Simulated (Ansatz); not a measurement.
**Nudged elastic band run: BClF$_{2}$H$_{2}$**

input.yaml

```yaml
crystal:
  periodic: [false, false, false]
  atoms:
    - { symbol: B, position_ang: [0.009687, 0.656348, -0.257711] }
    - { symbol: F, position_ang: [0.07318, 0.309037, 1.01134] }
    - { symbol: Cl, position_ang: [1.475999, 1.037397, -1.144352] }
    - { symbol: F, position_ang: [-1.162054, 0.713999, -0.851662] }
    - { symbol: H, position_ang: [0.343075, -2.961266, 1.560129] }
    - { symbol: H, position_ang: [0.288211, -2.220916, 1.546455] }
basis:
  gaussian: { orbitals: "6-31G*" }
hamiltonian:
  xc: b3lyp
neb:
  order_check: false
  images: 5
  f_tol: 0.2
  max_iterations: 60
  final_atoms:
    - { symbol: B, position_ang: [-0.07241251, -0.54883532, -0.43818387] }
    - { symbol: F, position_ang: [0.0135214, -0.53846762, 1.90381416] }
    - { symbol: Cl, position_ang: [1.54199055, 0.21020827, -0.59192974] }
    - { symbol: F, position_ang: [-1.12820899, 0.23151708, -0.5144567] }
    - { symbol: H, position_ang: [-0.16415182, -1.72895949, -0.46497259] }
    - { symbol: H, position_ang: [0.83735938, -0.09086392, 1.96992774] }
  initial_path:
    images:
      - { positions_ang: [[0.009687, 0.656348, -0.257711], [0.07318, 0.309037, 1.01134], [1.475999, 1.037397, -1.144352], [-1.162054, 0.713999, -0.851662], [0.343075, -2.961266, 1.560129], [0.288211, -2.220916, 1.546455]] }
      - { positions_ang: [[0.00464116, 0.44864232, -0.15402039], [0.04519464, 0.1469393, 1.24423808], [1.52003525, 0.74990978, -1.04987773], [-1.15680219, 0.50901276, -0.77019279], [0.33808272, -2.43713138, 1.15586251], [0.27694643, -1.88277378, 1.43818933]] }
      - { positions_ang: [[-0.00040468, 0.24093663, -0.05032979], [0.01720928, -0.0151584, 1.47713616], [1.5640715, 0.46242256, -0.95540346], [-1.15155039, 0.30402652, -0.68872359], [0.33309043, -1.91299675, 0.75159602], [0.26568185, -1.54463155, 1.32992366]] }
      - { positions_ang: [[-0.00545052, 0.03323095, 0.05336082], [-0.01077608, -0.1772561, 1.71003424], [1.60810775, 0.17493534, -0.86092919], [-1.14629858, 0.09904028, -0.60725438], [0.32809815, -1.38886213, 0.34732953], [0.25441728, -1.20648933, 1.22165799]] }
      - { positions_ang: [[-0.02777118, -0.16079114, -0.11048741], [-0.00267692, -0.29765994, 1.77462755], [1.58606868, 0.18669298, -0.77126271], [-1.14026872, 0.14319921, -0.57632182], [0.16401482, -1.50222792, 0.07656216], [0.44873131, -0.83461419, 1.47108124]] }
      - { positions_ang: [[-0.05009185, -0.35481323, -0.27433564], [0.00542224, -0.41806378, 1.83922085], [1.56402962, 0.19845063, -0.68159622], [-1.13423886, 0.18735815, -0.54538926], [-6.85e-05, -1.61559371, -0.19420521], [0.64304535, -0.46273906, 1.72050449]] }
      - { positions_ang: [[-0.07241251, -0.54883532, -0.43818387], [0.0135214, -0.53846762, 1.90381416], [1.54199055, 0.21020827, -0.59192974], [-1.12820899, 0.23151708, -0.5144567], [-0.16415182, -1.72895949, -0.46497259], [0.83735938, -0.09086392, 1.96992774]] }
```

Run as:

```bash
$ ansatz run input.yaml --threads 1 --pin off --max-ram 2048MiB --backend cpu --events-out ev --progress --plain --runs-dir out
```

Output, in part (warnings, iteration lines, the closing report on the highest movable image, with atoms numbered from 0):

```
NEB end point (image 0): max|allowed force component| = 6.077e-3 eV/Å (the criterion of neb.relax_end_points is 4.000e-2)
NEB end point (image 6): max|allowed force component| = 2.395e-2 eV/Å (the criterion of neb.relax_end_points is 4.000e-2)
NEB iter   1: max|band force component| = 4.985e1 eV/Å  barrier→ = 7.1268 eV  barrier← = 5.6564 eV  Δτ_max = 0.2000 Å  (169 SCF iters)
NEB iter   2: max|band force component| = 3.042e0 eV/Å  barrier→ = 2.5141 eV  barrier← = 1.0436 eV  Δτ_max = 0.2000 Å  (148 SCF iters)
NEB iter   3: max|band force component| = 4.405e0 eV/Å  barrier→ = 1.9656 eV  barrier← = 0.4951 eV  Δτ_max = 0.1008 Å  (152 SCF iters)
NEB iter   4: max|band force component| = 2.072e0 eV/Å  barrier→ = 1.7813 eV  barrier← = 0.3109 eV  Δτ_max = 0.1875 Å  (140 SCF iters)
NEB iter   5: max|band force component| = 1.276e1 eV/Å  barrier→ = 1.8752 eV  barrier← = 0.4047 eV  Δτ_max = 0.1001 Å  (149 SCF iters)
NEB iter   6: max|band force component| = 1.980e0 eV/Å  barrier→ = 1.6961 eV  barrier← = 0.2256 eV  Δτ_max = 0.0603 Å  (135 SCF iters)
NEB iter   7: max|band force component| = 7.193e-1 eV/Å  barrier→ = 1.6859 eV  barrier← = 0.2154 eV  CI = image 4  Δτ_max = 0.1999 Å  (131 SCF iters)
NEB iter   8: max|band force component| = 1.549e0 eV/Å  barrier→ = 1.9615 eV  barrier← = 0.4910 eV  CI = image 4  Δτ_max = 0.1012 Å  (139 SCF iters)
NEB iter   9: max|band force component| = 1.582e0 eV/Å  barrier→ = 2.1498 eV  barrier← = 0.6793 eV  CI = image 4  Δτ_max = 0.1025 Å  (137 SCF iters)
NEB iter  10: max|band force component| = 1.819e0 eV/Å  barrier→ = 2.3749 eV  barrier← = 0.9044 eV  CI = image 4  Δτ_max = 0.1015 Å  (137 SCF iters)
NEB iter  11: max|band force component| = 1.045e0 eV/Å  barrier→ = 2.4098 eV  barrier← = 0.9393 eV  CI = image 4  Δτ_max = 0.1006 Å  (131 SCF iters)
NEB iter  12: max|band force component| = 1.548e0 eV/Å  barrier→ = 2.4000 eV  barrier← = 0.9295 eV  CI = image 4  Δτ_max = 0.0504 Å  (131 SCF iters)
NEB iter  13: max|band force component| = 6.277e-1 eV/Å  barrier→ = 2.3775 eV  barrier← = 0.9070 eV  CI = image 4  Δτ_max = 0.0995 Å  (132 SCF iters)
NEB iter  14: max|band force component| = 2.291e0 eV/Å  barrier→ = 2.3608 eV  barrier← = 0.8903 eV  CI = image 4  Δτ_max = 0.0381 Å  (129 SCF iters)
NEB iter  15: max|band force component| = 1.092e0 eV/Å  barrier→ = 2.3584 eV  barrier← = 0.8879 eV  CI = image 4  Δτ_max = 0.0472 Å  (132 SCF iters)
NEB iter  16: max|band force component| = 2.407e-1 eV/Å  barrier→ = 2.3568 eV  barrier← = 0.8863 eV  CI = image 4  Δτ_max = 0.1004 Å  (122 SCF iters)
NEB iter  17: max|band force component| = 1.311e0 eV/Å  barrier→ = 2.3562 eV  barrier← = 0.8857 eV  CI = image 4  Δτ_max = 0.0503 Å  (123 SCF iters)
NEB iter  18: max|band force component| = 4.969e-1 eV/Å  barrier→ = 2.3561 eV  barrier← = 0.8856 eV  CI = image 4  Δτ_max = 0.0935 Å  (126 SCF iters)
NEB iter  19: max|band force component| = 3.867e0 eV/Å  barrier→ = 2.3561 eV  barrier← = 0.8856 eV  CI = image 4  Δτ_max = 0.0483 Å  (119 SCF iters)
NEB iter  20: max|band force component| = 5.258e-1 eV/Å  barrier→ = 2.3561 eV  barrier← = 0.8856 eV  CI = image 4  Δτ_max = 0.0906 Å  (116 SCF iters)
NEB iter  21: max|band force component| = 4.711e-1 eV/Å  barrier→ = 2.3561 eV  barrier← = 0.8856 eV  CI = image 4  Δτ_max = 0.0957 Å  (116 SCF iters)
NEB iter  22: max|band force component| = 2.728e-1 eV/Å  barrier→ = 2.3561 eV  barrier← = 0.8856 eV  CI = image 4  Δτ_max = 0.0950 Å  (114 SCF iters)
NEB iter  23: max|band force component| = 1.299e0 eV/Å  barrier→ = 2.3561 eV  barrier← = 0.8856 eV  CI = image 4  Δτ_max = 0.0484 Å  (119 SCF iters)
NEB iter  24: max|band force component| = 5.309e-1 eV/Å  barrier→ = 2.3561 eV  barrier← = 0.8856 eV  CI = image 4  Δτ_max = 0.0971 Å  (114 SCF iters)
NEB iter  25: max|band force component| = 1.109e0 eV/Å  barrier→ = 2.3561 eV  barrier← = 0.8856 eV  CI = image 4  Δτ_max = 0.0432 Å  (103 SCF iters)
NEB iter  26: max|band force component| = 4.356e-1 eV/Å  barrier→ = 2.3561 eV  barrier← = 0.8856 eV  CI = image 4  Δτ_max = 0.0935 Å  (103 SCF iters)
NEB iter  27: max|band force component| = 1.219e0 eV/Å  barrier→ = 2.3561 eV  barrier← = 0.8856 eV  CI = image 4  Δτ_max = 0.0484 Å  (111 SCF iters)
NEB iter  28: max|band force component| = 4.068e-1 eV/Å  barrier→ = 2.3561 eV  barrier← = 0.8856 eV  CI = image 4  Δτ_max = 0.0957 Å  (109 SCF iters)
NEB iter  29: max|band force component| = 1.331e0 eV/Å  barrier→ = 2.3561 eV  barrier← = 0.8856 eV  CI = image 4  Δτ_max = 0.0413 Å  (117 SCF iters)
NEB iter  30: max|band force component| = 7.425e-1 eV/Å  barrier→ = 2.3561 eV  barrier← = 0.8856 eV  CI = image 4  Δτ_max = 0.0653 Å  (103 SCF iters)
NEB iter  31: max|band force component| = 4.679e-1 eV/Å  barrier→ = 2.3561 eV  barrier← = 0.8856 eV  CI = image 4  Δτ_max = 0.0977 Å  (111 SCF iters)
NEB iter  32: max|band force component| = 2.496e0 eV/Å  barrier→ = 2.3561 eV  barrier← = 0.8856 eV  CI = image 4  Δτ_max = 0.0490 Å  (110 SCF iters)
NEB iter  33: max|band force component| = 1.141e0 eV/Å  barrier→ = 2.3561 eV  barrier← = 0.8856 eV  CI = image 4  Δτ_max = 0.0690 Å  (108 SCF iters)
NEB iter  34: max|band force component| = 1.951e-1 eV/Å  barrier→ = 2.3561 eV  barrier← = 0.8856 eV  CI = image 4  Δτ_max = 0.0000 Å  (241 SCF iters)
Total energy: -18666.44877301 eV, -685.9793398348 hartree
Atom 0 at     0.087896    -0.253034     0.013428 Å, force     0.000011     0.000017    -0.000013 eV/Å
Atom 1 at     0.157313    -0.012298     1.606910 Å, force    -0.000009    -0.000001    -0.000009 eV/Å
Atom 2 at     1.561752     0.333601    -0.792584 Å, force     0.000000    -0.000005     0.000005 eV/Å
Atom 3 at    -1.109188     0.112690    -0.429287 Å, force    -0.000000    -0.000004     0.000012 eV/Å
Atom 4 at     0.156458    -1.547373     0.245783 Å, force     0.000002    -0.000008     0.000002 eV/Å
Atom 5 at     0.173867    -1.098988     1.219949 Å, force    -0.000004     0.000002     0.000003 eV/Å
Dipole moment:    -0.048626    -0.376012     0.243166 e Å
```

The forces met the threshold. The threshold of 0.2 eV/Å is loose, so the images may lie well off the minimum-energy path. Neighbouring images differ by up to 1.9 eV, so the band resolves the path poorly. Another band between the same ends (5 images) ends at a top of the same energy, where a vibrational analysis finds 1 clearly imaginary mode. The orbitals stay closed-shell, which can raise the energy where a bond breaks towards radicals; this wasn't checked here.

Final band (atoms are numbered from 1 in the order of the input):

```csv
image,path coordinate (Å),energy (eV),B1–F2 (Å),H5–H6 (Å),B1–H5 (Å)
0,0.00,0.00,1.32,0.74,4.06
1,0.83,0.01,1.31,0.74,3.49
2,1.66,0.04,1.32,0.74,2.75
3,2.50,0.43,1.33,0.75,2.04
4,3.33,2.36,1.61,1.07,1.32
5,4.52,1.53,2.35,2.41,1.19
6,5.72,1.47,2.34,3.10,1.18
```

Time of the run: 4.3 min on 1 thread of AMD EPYC 7R43 64-Core Processor (Zen 3) (shared host), peak memory 0.14 GiB.
